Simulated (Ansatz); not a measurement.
Isolated molecules relaxed with PBE0-D4/def2-TZVP in Ansatz; ΔE leaves out vibrations. CCSD(T)/CBS adds triple-zeta CCSD(T) − MP2 to the extrapolated MP2 energy (def2 sets, frozen cores). This one scheme is used for every species. Functionals use def2-TZVPP. B3LYP here is the variant with VWN-RPA as its local correlation; programs differ in this. Elements past krypton have def2 core potentials. For Zr outer-core shells are correlated without core-valence functions, which leaves a few kJ/mol of doubt a bond. Each species was taken in one conformer, which may not be the lowest.

Reaction (formal exchange of groups at a Zr–N bond): `O=C=[N][Zr]([OH])([F])[Cl]` + `C#C` → `C#[C][Zr]([OH])([F])[Cl]` + `N=C=O`

(1) Is it downhill or uphill in electronic energy at CCSD(T)/CBS, and by how much? (An estimate is asked.)

(2) What do these levels give: LDA (SPW92), B3LYP-D4, PBE0, LC-ωPBE, CCSD(T)/def2-SVP, CCSD(T)/def2-TZVPP? (An estimate is asked.)

Largest T1 diagnostic among the species: 0.018.

Results:

(1) Computed: Uphill: ΔE = +25.3 kcal/mol.

(2) The calculation gave: LDA (SPW92) 24.1, B3LYP-D4 25.4, PBE0 24.4, LC-ωPBE 26.0, CCSD(T)/def2-SVP 27.2, CCSD(T)/def2-TZVPP 24.6 kcal/mol.

From PBE to PBE0 (25 % exact exchange), in def2-TZVPP and without D4, ΔE moves by +1.3 kcal/mol. Leaving LDA and LC-ωPBE aside and taking each functional with its dispersion term where it has one, the values, not all of them listed here, spread over 3.5 kcal/mol, from revPBE-D4 to BHLYP-D4. LDA lies +1.0 kcal/mol from PBE without D4. In def2-TZVPP, CCSD(T) changes the Hartree–Fock value by −3.5 kcal/mol (the triples alone add −0.7 kcal/mol) and MP2 by −3.1 kcal/mol.
